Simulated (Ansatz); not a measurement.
CH6BGaO2 (`COB[O][GaH2]`). Charge 0, multiplicity 1.

```xyz
11

C    -0.635    1.214    0.906
O    -0.115    0.166    0.113
B    -0.775   -0.479   -0.959
O    -0.014   -1.414   -1.500
Ga    1.502   -1.214   -0.397
H    -1.647    1.461    0.578
H    -0.660    0.901    1.951
H     0.002    2.095    0.807
H    -1.886   -0.146   -1.260
H     1.588   -2.241    0.775
H     2.641   -0.343   -1.014
```

(1) List the harmonic frequencies (cm⁻¹, unscaled) at PBE0-D4/def2-TZVP in Ansatz. (An estimate is asked.)

(2) Is this a minimum?

(3) Give the ideal-gas thermochemistry at 298.15 K and 1 bar (rigid rotor, harmonic oscillator; point group Cs, symmetry number 1).

(4) And at 400, 500, 600, 800 and 1000 K?

(5) Rotational constants (cm⁻¹)?

Results:

(1) Computed: 89, 105, 122, 251, 333, 349, 474, 521, 634, 645, 734, 899, 953, 1073, 1171, 1186, 1254, 1425, 1480, 1489, 1505, 2003, 2004, 2631, 3051, 3134, 3138.

(2) Yes, all 27 modes are real.

(3) Zero-point energy 195.3 kJ/mol; H(298) − E = 216.9 kJ/mol; entropy 353.8 J/(mol·K), of which translation 169.6, rotation 112.5, vibration 71.7; G(298) − E = 111.4 kJ/mol. Modes under 100 cm⁻¹ are hindered rotations or soft bends, so the harmonic entropy is rough.

(4) 
```csv
T (K),H − E (kJ/mol),S (J/mol/K),G − E (kJ/mol)
400,229.1,388.9,73.5
500,243.1,420.0,33.0
600,258.7,448.4,-10.4
800,293.8,498.8,-105.2
1000,332.8,542.3,-209.5
```

(5) 0.2103, 0.07952, 0.06.
